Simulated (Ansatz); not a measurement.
CH$_{3}$Mg, charge +1, singlet, at a GFN2-xTB geometry (such geometries of metal compounds can be far from the true shape). Base run: B3LYP/6-31G* (Ansatz, a program for electronic structure).

Ansatz was given this input:
Ansatz 0.2 input:
```yaml
crystal:
  periodic: [false, false, false]
  atoms:
    - {symbol: Mg, position_ang: [-0.66340694, -0.39668681, -0.52537335]}
    - {symbol: C, position_ang: [0.81021333, 0.48447027, 0.64163406]}
    - {symbol: H, position_ang: [1.31116875, -0.33067603, 1.18338454]}
    - {symbol: H, position_ang: [0.29824984, 1.18120060, 1.32087899]}
    - {symbol: H, position_ang: [1.49018477, 1.00289557, -0.04958766]}
basis:
  gaussian:
    orbitals: 6-31G*
hamiltonian:
  xc: b3lyp
total_charge: 1
```

The bond that is stretched is that between atoms 3 and 2. A test that says stable can miss a lower solution.

The base run was repeated with changes; each row names its change, and settings that it needs were set with it.

```
change                                                           ΔE vs base (kcal/mol)  <S^2>            stability test says
---------------------------------------------------------------  ---------------------  -----  -----------------------------
base                                                                             0.000  0.000  minimum (restricted orbitals)
spin_polarized = on; lower_state_search = off                                    0.000  0.000       undecided (no full test)
spin_polarized = on; lower_state_search = standard                               0.000  0.000                        minimum
bond × 1.25                                                                      19.16  0.000  minimum (restricted orbitals)
spin_polarized = on; lower_state_search = off; bond × 1.25                       19.16  0.000       undecided (no full test)
spin_polarized = on; lower_state_search = standard; bond × 1.25                  19.16  0.000                        minimum
bond × 1.5                                                                       49.49  0.000  minimum (restricted orbitals)
spin_polarized = on; lower_state_search = off; bond × 1.5                        49.49  0.000       undecided (no full test)
spin_polarized = on; lower_state_search = standard; bond × 1.5                   49.49  0.000                        minimum
bond × 1.8                                                                        82.3  0.000  minimum (restricted orbitals)
spin_polarized = on; lower_state_search = off; bond × 1.8                         82.3  0.000       undecided (no full test)
spin_polarized = on; lower_state_search = standard; bond × 1.8                    82.3  0.000                        minimum
bond × 2.2                                                                       114.7  0.000  minimum (restricted orbitals)
spin_polarized = on; lower_state_search = off; bond × 2.2                        114.7  0.000       undecided (no full test)
spin_polarized = on; lower_state_search = standard; bond × 2.2                   106.5  0.644                        minimum
bond × 3.0                                                                       148.8  0.000  minimum (restricted orbitals)
spin_polarized = on; lower_state_search = off; bond × 3.0                        116.3  0.969       undecided (no full test)
spin_polarized = on; lower_state_search = standard; bond × 3.0                   116.3  0.969                        minimum
```

Where a bond breaks into two radicals, a solution with restricted orbitals usually stops being the lowest and lies too high; an unrestricted one lies lower at the price of spin contamination, which <S^2> shows.
